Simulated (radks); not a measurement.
Task: Species: Gd39+. Configuration: [Ar] 3d7 (the NIST ground configuration). All-electron calculation, Dirac Kohn-Sham, exchange-only PBE, spin-unpolarised, spherical densities, finite nucleus; open shells fill j = l - 1/2 first; Fermi nuclear charge, rms radius 5.1569 fm. Program: a radial shooting solver on a logarithmic mesh with Libxc functionals.

Spin-orbit splittings of the eigenvalues, e(l+1/2) - e(l-1/2), with zeta = 2 splitting/(2l+1) and mean radii in bohr:

shell  occ.  splitting (eV)  zeta (eV)  <r> j=l-1/2  <r> j=l+1/2
2p        6           701.6      467.7      0.07712      0.08387
3p        6           157.6      105.1       0.2239       0.2354
3d        7               ?          ?       0.2060       0.2095

Estimate the 3d splitting.

Result: 35.72 eV (zeta = 14.29 eV).
